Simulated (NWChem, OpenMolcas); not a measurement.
**AsH3 (arsine): methods side by side**

AsH3: 4 atoms, total charge 0, spin state singlet. As SMILES, `[AsH3]`. Geometry: relaxed at PBE0-D4/def2-TZVP.

Each level gives the dipole moment (D). The values are calculated.

**The experiment to reproduce.** NIST CCCBDB gives the dipole moment of the gas as 0.20 D.

```csv
level,kind,program,value (D),computed − measured,CPU time
HF/cc-pVTZ,Hartree–Fock,OpenMolcas,0.35,+0.15,4.9 s
revPBE/cc-pVTZ,GGA,OpenMolcas,0.33,+0.13,20 s
M06-L/cc-pVTZ,meta-GGA,NWChem,0.28,+0.08,2.9 min
r2SCAN/cc-pVTZ,meta-GGA,NWChem,0.40,+0.20,2.4 min
B3LYP/cc-pVTZ,global hybrid,NWChem,0.28,+0.08,2.3 min
BHLYP/cc-pVTZ,global hybrid,OpenMolcas,0.31,+0.11,20 s
PBE0/cc-pVTZ,global hybrid,OpenMolcas,0.38,+0.18,19 s
CAM-B3LYP/cc-pVTZ,range-separated hybrid,NWChem,0.33,+0.13,1.7 min
```

Nearest: M06-L/cc-pVTZ (+0.08 D), B3LYP/cc-pVTZ (+0.08 D); farthest: r2SCAN/cc-pVTZ (+0.20 D). The measured dipole is a vibrational average, so differences of a few hundredths of a debye mean little. Computed less measured by kind, in D (cc-pVTZ rows): Hartree–Fock +0.15; GGA +0.13; meta-GGA +0.08 to +0.20; global hybrid +0.08 to +0.18; range-separated hybrid +0.13. All-electron rows without a relativistic Hamiltonian named are non-relativistic. Magnitudes only: a small dipole may point the other way at some levels. Times are those of the runs behind each value, whatever else they computed, on shared processors of several kinds: orders of magnitude only.
